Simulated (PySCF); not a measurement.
Bonds of Ga to Cl, Br, O

PBE0 in PySCF with def2-TZVPP on every atom, for the lowest determinant that a PBE0 search found; no spin–orbit coupling. D0 is De less the harmonic zero-point energy.

```csv
X,state of GaX,D0(GaX) (eV),D0(X₂) (eV)
Cl,singlet (closed shell),4.82,2.54
Br,singlet (closed shell),4.37,2.24
O,doublet (σ ↑),4.12,5.29
```

**Question.** Give the energy of Ga + X₂ → GaX + X at 0 K for each X.

**Answer.** Cl: 2.54 − 4.82 = -2.28 eV; Br: 2.24 − 4.37 = -2.13 eV; O: 5.29 − 4.12 = +1.17 eV (PBE0/def2-TZVPP; negative means exothermic).

**Question.** Does an atom of O displace Br from GaBr?

**Answer.** GaBr + O → GaO + Br has ΔE = 4.37 − 4.12 = +0.25 eV at PBE0/def2-TZVPP, so it is uphill.

Gas-phase diatomics only hint at surface chemistry, where an atom holds several bonds.

States were picked by a PBE0 search and need not be the measured ground states.
